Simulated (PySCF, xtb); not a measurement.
CH4F2OSSi. Atoms are numbered in the order given.

```xyz
10

C      2.0750     0.7419    -0.8648
S      1.4202    -0.4151     0.4152
Si    -0.6309    -0.0750     0.1080
O     -0.9454     1.5357     0.0895
F     -1.4363    -0.8379     1.2759
F     -1.1965    -0.6919    -1.2773
H      1.6742     1.7515    -0.7090
H      1.8327     0.3854    -1.8750
H      3.1650     0.7527    -0.7366
H     -1.7527     1.8328    -0.3492
```

Coordinates come from a B3LYP-D3(BJ)/def2-SVP optimisation. The structure was generated by enumeration, and PubChem lists no compound with its InChIKey, so it may never have been made. One conformer was computed; it need not be the lowest.

Method: PySCF with C-PCM-M06-2X/def2-SVP.

The values are the electrostatic part of the solvation free energy, E(continuum) − E(gas) at the gas-phase geometry, in a cavity of scaled van der Waals radii (PySCF's table); cavitation and dispersion terms are not included. In vacuum the orbital gap is 9.92 eV. The dipole moment in vacuum is 2.79 D.

Computed values in water (ε = 78.36), ethylethanoate (ε = 5.99), methanol (ε = 32.61):
```csv
solvent,ε,ΔG(elec) (kcal/mol),dipole (D),gap (eV)
water,78.36,-6.8,3.45,10.18
ethylethanoate,5.99,-5.6,3.32,10.14
methanol,32.61,-6.7,3.43,10.17
```

For comparison, GFN2-xTB/ALPB(water) (xtb, at the GFN2-xTB geometry, all terms of that model) gives -5.3 kcal/mol.
